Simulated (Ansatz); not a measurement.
Basis-set series for `CC#[N+][Al-]([F])([F])[F]`. Charge 0, multiplicity 1. The structure was optimised at the PBE0-D4/def2-TZVP level.

```csv
atom,x (Å),y (Å),z (Å)
C1,1.254,1.703,0.637
C2,0.436,0.593,0.222
N3,-0.212,-0.287,-0.107
Al4,-1.334,-1.811,-0.678
F5,-2.472,-1.821,0.521
F6,-0.224,-3.036,-0.655
F7,-1.829,-1.288,-2.165
H8,1.128,2.529,-0.065
H9,2.301,1.396,0.655
H10,0.952,2.024,1.635
```

```json
{"functional": "PBE0-D4", "basis": "def2-TZVPP", "functions": "270", "energy (Eh)": "-674.63078", "HOMO (eV)": "-9.99", "LUMO (eV)": "-1.31"}
{"functional": "PBE0-D4", "basis": "def2-QZVPP", "functions": "502", "energy (Eh)": "-674.66437", "HOMO (eV)": "-10.06", "LUMO (eV)": "-1.35"}
{"functional": "ωB97M-V", "basis": "def2-TZVPP", "functions": "270", "energy (Eh)": "-675.05870", "HOMO (eV)": "-12.53", "LUMO (eV)": "0.95"}
{"functional": "ωB97M-V", "basis": "def2-QZVPP", "functions": "502", "energy (Eh)": "-675.09005", "HOMO (eV)": "-12.62", "LUMO (eV)": "0.40"}
```

(1) Give the rows for def2-SVP. (Best estimate.)

## Answers

(1) Computed: 
| functional | basis | functions | energy (Eh) | HOMO (eV) | LUMO (eV) |
| --- | --- | --- | --- | --- | --- |
| PBE0-D4 | def2-SVP | 117 | -674.01012 | -9.60 | -1.26 |
| ωB97M-V | def2-SVP | 117 | -674.42553 | -12.08 | 1.05 |

Positive LUMOs are unbound and depend on the basis.
